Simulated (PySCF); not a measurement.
Record of a relaxation.

Compound: F2H4SSi2.
Atom-mapped SMILES: `[F:1][SiH2:2][S:3][SiH2:4][F:5]` (hydrogens: H6, H7 on Si2; H8, H9 on Si4)

Computed by this run: PBE0-D3(BJ)/def2-SVP geometry optimisation, gas phase in PySCF 2.14.0; density fitting, grid level 1; the optimiser is geomeTRIC in internal coordinates, started from a GFN2-xTB structure with every atom displaced at random (about 0.01 Å). The frame can shift and turn from step to step; on so coarse a grid that alone can change the energy by a few meV, and forces under 0.02 eV/Å are noise.

Step 0: E = -32065.5886 eV, largest atomic force 1.989 eV/Å
```
atom  x, y, z in Å  |  force x, y, z in eV/Å
F1     -1.768    0.683    1.087   -0.187   0.604   0.816
Si2    -1.650   -0.170   -0.262    1.082  -0.075   0.355
S3      0.066   -1.413   -0.063    0.625  -0.083   0.087
Si4     1.690    0.015    0.246   -1.963   0.018  -0.319
F5      1.688    0.983   -1.038    0.155   0.421  -0.484
H6     -2.770   -1.068   -0.307   -0.794  -0.581  -0.309
H7     -1.481    0.810   -1.313   -0.102   0.344  -0.699
H8      2.893   -0.752    0.228    1.006  -0.621   0.240
H9      1.390    0.894    1.388    0.178  -0.028   0.314
```

Step 1: E = -32065.7444 eV, largest atomic force 0.412 eV/Å
```
atom  x, y, z in Å  |  force x, y, z in eV/Å
F1     -1.713    0.741    1.358    0.049  -0.148  -0.128
Si2    -1.606   -0.151    0.002   -0.147  -0.050  -0.043
S3      0.081   -1.467    0.057   -0.052   0.257  -0.116
Si4     1.621    0.017   -0.015    0.284  -0.174   0.243
F5      1.550    0.950   -1.342   -0.078  -0.135   0.064
H6     -2.787   -1.039   -0.126   -0.044   0.001   0.115
H7     -1.519    0.791   -1.139    0.079   0.074   0.033
H8      2.888   -0.755   -0.001    0.019   0.009  -0.133
H9      1.544    0.897    1.172   -0.110   0.167  -0.035
```

Step 2: E = -32065.7708 eV, largest atomic force 0.158 eV/Å
```
atom  x, y, z in Å  |  force x, y, z in eV/Å
F1     -1.717    0.690    1.378    0.005  -0.027  -0.001
Si2    -1.622   -0.153   -0.006   -0.031   0.008  -0.019
S3      0.077   -1.452    0.031   -0.003   0.061  -0.055
Si4     1.640    0.007   -0.004    0.076  -0.029   0.136
F5      1.580    0.895   -1.358   -0.018  -0.019  -0.045
H6     -2.810   -1.033   -0.130    0.012  -0.005   0.028
H7     -1.522    0.837   -1.106    0.024   0.006   0.007
H8      2.912   -0.757    0.023   -0.025  -0.011  -0.020
H9      1.519    0.949    1.138   -0.039   0.016  -0.031
```

Step 3: E = -32065.7749 eV, largest atomic force 0.034 eV/Å
```
atom  x, y, z in Å  |  force x, y, z in eV/Å
F1     -1.719    0.649    1.405   -0.013   0.022   0.022
Si2    -1.625   -0.148   -0.004    0.015  -0.007   0.022
S3      0.075   -1.444    0.005    0.001  -0.024  -0.022
Si4     1.644    0.006   -0.004   -0.010  -0.001   0.005
F5      1.618    0.852   -1.387    0.012   0.015  -0.028
H6     -2.811   -1.028   -0.143    0.005   0.002  -0.012
H7     -1.519    0.876   -1.074    0.002  -0.001  -0.001
H8      2.910   -0.764    0.065   -0.005  -0.003   0.021
H9      1.483    0.983    1.102   -0.007  -0.003  -0.008
```

Step 4: E = -32065.7768 eV, largest atomic force 0.073 eV/Å
```
atom  x, y, z in Å  |  force x, y, z in eV/Å
F1     -1.722    0.613    1.435   -0.018   0.020   0.017
Si2    -1.624   -0.144    0.003    0.030  -0.007   0.040
S3      0.073   -1.443   -0.019    0.002  -0.042  -0.002
Si4     1.644    0.005   -0.011   -0.039   0.012  -0.061
F5      1.659    0.814   -1.418    0.018   0.013  -0.003
H6     -2.810   -1.019   -0.161    0.000   0.007  -0.021
H7     -1.509    0.909   -1.036   -0.003   0.000  -0.004
H8      2.905   -0.765    0.113    0.005   0.004   0.028
H9      1.444    1.012    1.060    0.004  -0.006   0.007
```

Step 5: E = -32065.7813 eV, largest atomic force 0.132 eV/Å
```
atom  x, y, z in Å  |  force x, y, z in eV/Å
F1     -1.736    0.527    1.504   -0.021  -0.011  -0.013
Si2    -1.616   -0.140    0.028    0.033   0.002   0.043
S3      0.071   -1.448   -0.062   -0.004  -0.037   0.033
Si4     1.636    0.005   -0.038   -0.050   0.021  -0.120
F5      1.739    0.732   -1.486    0.034  -0.011   0.029
H6     -2.806   -0.992   -0.209   -0.010   0.012  -0.015
H7     -1.473    0.975   -0.940   -0.007   0.004   0.002
H8      2.887   -0.748    0.214    0.016   0.023   0.016
H9      1.356    1.072    0.955    0.010  -0.004   0.025
```

Step 6: E = -32065.7753 eV, largest atomic force 0.200 eV/Å
```
atom  x, y, z in Å  |  force x, y, z in eV/Å
F1     -1.802    0.238    1.675    0.072  -0.058  -0.097
Si2    -1.592   -0.139    0.108   -0.027   0.029  -0.003
S3      0.064   -1.458   -0.172   -0.040   0.038   0.076
Si4     1.609    0.014   -0.123    0.021  -0.007  -0.199
F5      2.001    0.471   -1.634   -0.024  -0.067   0.178
H6     -2.791   -0.875   -0.356   -0.046   0.007  -0.001
H7     -1.348    1.137   -0.613   -0.047  -0.014   0.000
H8      2.785   -0.637    0.499    0.058   0.070  -0.023
H9      1.132    1.231    0.581    0.033   0.002   0.068
```

Step 7: E = -32065.7904 eV, largest atomic force 0.101 eV/Å
```
atom  x, y, z in Å  |  force x, y, z in eV/Å
F1     -1.765    0.381    1.598   -0.004  -0.032  -0.048
Si2    -1.608   -0.141    0.068    0.012   0.012   0.017
S3      0.068   -1.454   -0.117    0.003   0.006   0.044
Si4     1.624    0.009   -0.083   -0.026   0.009  -0.097
F5      1.874    0.602   -1.574    0.010  -0.036   0.063
H6     -2.805   -0.941   -0.285   -0.009   0.007   0.000
H7     -1.422    1.063   -0.781   -0.006   0.008  -0.001
H8      2.852   -0.692    0.362    0.018   0.022  -0.006
H9      1.241    1.156    0.778    0.003   0.004   0.028
```

Step 8: E = -32065.7911 eV, largest atomic force 0.053 eV/Å
```
atom  x, y, z in Å  |  force x, y, z in eV/Å
F1     -1.773    0.386    1.590   -0.004  -0.021  -0.029
Si2    -1.607   -0.142    0.064    0.001   0.010   0.005
S3      0.069   -1.456   -0.105    0.000   0.002   0.034
Si4     1.623    0.009   -0.078   -0.009   0.007  -0.052
F5      1.865    0.604   -1.569    0.007  -0.019   0.030
H6     -2.803   -0.942   -0.292   -0.007   0.003  -0.002
H7     -1.419    1.059   -0.790    0.002   0.001   0.002
H8      2.857   -0.688    0.356    0.011   0.012  -0.002
H9      1.245    1.152    0.791    0.000   0.004   0.014
```

Step 9: E = -32065.7921 eV, largest atomic force 0.048 eV/Å
```
atom  x, y, z in Å  |  force x, y, z in eV/Å
F1     -1.812    0.378    1.575   -0.001   0.005   0.012
Si2    -1.605   -0.143    0.053   -0.015  -0.002  -0.020
S3      0.073   -1.459   -0.068    0.001  -0.003   0.007
Si4     1.622    0.010   -0.067    0.018  -0.003   0.044
F5      1.857    0.590   -1.562   -0.005   0.019  -0.035
H6     -2.795   -0.938   -0.336    0.001  -0.003  -0.004
H7     -1.396    1.060   -0.793    0.013  -0.007   0.003
H8      2.867   -0.670    0.365   -0.007  -0.012   0.005
H9      1.247    1.156    0.800   -0.005   0.006  -0.012
```

Step 10: E = -32065.7924 eV, largest atomic force 0.049 eV/Å
```
atom  x, y, z in Å  |  force x, y, z in eV/Å
F1     -1.831    0.375    1.567   -0.003   0.011   0.018
Si2    -1.605   -0.145    0.048   -0.009  -0.005  -0.020
S3      0.075   -1.461   -0.049    0.003  -0.008  -0.001
Si4     1.622    0.011   -0.060    0.013  -0.002   0.047
F5      1.849    0.586   -1.559   -0.003   0.019  -0.033
H6     -2.790   -0.937   -0.358    0.003  -0.002  -0.002
H7     -1.381    1.058   -0.795    0.009  -0.005   0.001
H8      2.870   -0.665    0.369   -0.009  -0.012   0.005
H9      1.248    1.160    0.804   -0.004   0.004  -0.013
```

Step 11: E = -32065.7925 eV, largest atomic force under 0.02 eV/Å
```
atom  x, y, z in Å  |  force x, y, z in eV/Å
F1     -1.850    0.374    1.557   -0.002   0.009   0.009
Si2    -1.604   -0.146    0.041    0.001  -0.003  -0.007
S3      0.078   -1.463   -0.032    0.003  -0.006  -0.005
Si4     1.622    0.012   -0.052    0.001   0.000   0.019
F5      1.843    0.583   -1.554    0.000   0.006  -0.011
H6     -2.785   -0.936   -0.382    0.002   0.000  -0.001
H7     -1.363    1.056   -0.797    0.001  -0.002  -0.004
H8      2.869   -0.664    0.377   -0.004  -0.005   0.005
H9      1.248    1.166    0.806   -0.001   0.001  -0.005
```

Q: Summarise the path.

A: The energy falls by 19.67 kJ/mol from step 0 to step 11; nine tenths of that is first reached at step 3. It rises by more than 0.2 meV at step 6. The largest force goes from 1.989 to under 0.02 eV/Å. Among the bonds Si4–H8 changes most, from 1.426 to 1.483 Å; the atoms move by 0.412 Å rms after alignment.

Q: Follow the three bonds and two angles with the largest change from start to end.

A: 
| step | E above end (kJ/mol) | largest force (eV/Å) | Si4–H8 (Å) | S3–Si4 (Å) | Si2–H6 (Å) | H8–Si4–H9 (°) | H6–Si2–H7 (°) |
| --- | --- | --- | --- | --- | --- | --- | --- |
| 0 | 19.67 | 1.989 | 1.426 | 2.184 | 1.436 | 120.2 | 119.4 |
| 1 | 4.64 | 0.412 | 1.484 | 2.139 | 1.483 | 110.2 | 111.2 |
| 2 | 2.10 | 0.158 | 1.484 | 2.139 | 1.484 | 112.5 | 112.8 |
| 3 | 1.70 | 0.034 | 1.483 | 2.136 | 1.484 | 113.6 | 113.5 |
| 4 | 1.51 | 0.073 | 1.483 | 2.136 | 1.483 | 114.0 | 113.8 |
| 5 | 1.08 | 0.132 | 1.482 | 2.135 | 1.483 | 114.3 | 113.9 |
| 6 | 1.66 | 0.200 | 1.482 | 2.134 | 1.481 | 114.6 | 114.1 |
| 7 | 0.20 | 0.101 | 1.482 | 2.136 | 1.483 | 113.9 | 113.7 |
| 8 | 0.14 | 0.053 | 1.482 | 2.135 | 1.483 | 113.7 | 113.6 |
| 9 | 0.04 | 0.048 | 1.483 | 2.135 | 1.483 | 113.3 | 113.4 |
| 10 | 0.02 | 0.049 | 1.483 | 2.135 | 1.483 | 113.3 | 113.4 |
| 11 | 0.00 | under 0.02 | 1.483 | 2.135 | 1.483 | 113.5 | 113.5 |

The cost below is that of the whole optimisation. Hardware: one thread of an Arm Neoverse V1, shared host with 32 logical CPUs at a one-minute load of 28. Cost: 49 s wall, 0.42 GiB resident at most.
